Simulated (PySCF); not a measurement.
CH₇ClO₂Si₂, SMILES [Si@H]([Si@@H](Cl)O)(C)O. Heavy atoms are numbered as in [CH3:1][Si@@H:2]([OH:3])[Si@H:4]([OH:5])[Cl:6]. Hydrogens are named by the atom that carries them.

Geometry optimised at PBE0-D3(BJ)/def2-SVP. The structure was generated by enumeration; whether it is a known compound was not checked. The values are those of a single conformer.

Level of theory: PBE0/pcSseg-1 run with PySCF.

GIAO shieldings, no solvent; atoms alike by connectivity are averaged. δ = σ(ref) − σ: ¹³C against TMS (σ = 186.3 ppm); ²⁹Si against TMS (σ = 352.7 ppm); ¹⁷O against H2O (σ = 334.2 ppm); ³⁵Cl against HCl (σ = 945.9 ppm); ¹H against TMS (σ = 31.56 ppm), references at their B3LYP-D3(BJ)/def2-TZVP geometries, non-relativistic (without spin–orbit terms, shifts of atoms bonded to Cl or Br come out too high).

Computed chemical shifts:
| nucleus | atoms | count | δ (ppm) |
|---|---|---|---|
| ¹³C | C1 (CH3) | 1 | 3.0 |
| ²⁹Si | Si4 (SiH) | 1 | 4.1 |
| ²⁹Si | Si2 (SiH) | 1 | 0.3 |
| ¹⁷O | O5 (OH) | 1 | 62.9 |
| ¹⁷O | O3 (OH) | 1 | 15.6 |
| ³⁵Cl | Cl6 | 1 | 72.4 |
| ¹H | H on Si4 | 1 | 5.78 |
| ¹H | H on Si2 | 1 | 5.38 |
| ¹H | H on O5 | 1 | 4.33 |
| ¹H | H on O3 | 1 | 1.21 |
| ¹H | H on C1 | 3 | 0.67 |
